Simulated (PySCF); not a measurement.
A side-by-side comparison of computed properties.

First species: C₄H₈BFO₂.
InChI=1S/C4H8BFO2/c1-5-7-2-4(6)3-8-5/h4H,2-3H2,1H3

Second species: C4H8BFO2.
SMILES: `COB(OC)/C=C/F`

Levels: PBE0/def2-SVPD for HOMO energy, LUMO energy, HOMO–LUMO gap and static isotropic polarisability; TDDFT PBE0/def2-SVPD for lowest singlet excitation; TDA PBE0/def2-SVPD for lowest triplet excitation (Tamm–Dancoff); ΔSCF PBE0/def2-SVPD for vertical ionisation energy. Geometries: PBE0-D3(BJ)/def2-SVP. Each structure is a single optimised conformer of the isolated species, non-relativistic unless stated. Electronic properties by PySCF.

Dipoles, sizes and rotational constants follow the conformer. The torsions of the flexible species, by atom-mapped SMILES:
- `[CH3:1][O:2][B:3](/[CH:4]=[CH:5]/[F:6])[O:7][CH3:8]`: C1–O2–B3–C4 0°, O2–B3–C4–C5 178°, O2–B3–O7–C8 1°

The conformers of `CB1OCC(F)CO1` aren't listed.

| property | column X | column Y |
| --- | --- | --- |
| HOMO energy | -7.62 eV | -8.59 eV |
| LUMO energy | -0.70 eV | 0.24 eV |
| HOMO–LUMO gap | 6.92 eV | 8.83 eV |
| lowest singlet excitation | 6.34 eV | 7.64 eV |
| lowest triplet excitation (Tamm–Dancoff) | 3.98 eV | 7.35 eV |
| static isotropic polarisability | 72.9 au | 66.9 au |
| vertical ionisation energy | 9.64 eV | 10.62 eV |

(1) Which column belongs to which species?

(2) How does each property change from the first species to the second?

## Answers

(1) Column X is the second species and column Y the first. The first has 16 atoms and 62 electrons, the second 16 and 62.

(2) HOMO energy +0.97 eV; LUMO energy -0.94 eV; HOMO–LUMO gap -1.91 eV; lowest singlet excitation -1.30 eV; lowest triplet excitation (Tamm–Dancoff) -3.37 eV; static isotropic polarisability +6.0 au; vertical ionisation energy -0.98 eV.

On the first: The ΔSCF ionisation energy exceeds −ε(HOMO) by 2.03 eV with PBE0. No computed singlet falls in the visible range (750 to 380 nm, 1.65 to 3.26 eV); S1 lies 4.38 eV above its blue end.

On the second: The principal polarisabilities are 53.2, 77.5 and 87.9 au; their mean is the isotropic value. S1 lies 0.58 eV below the HOMO–LUMO gap; its leading configuration is HOMO→LUMO, weight 0.78.
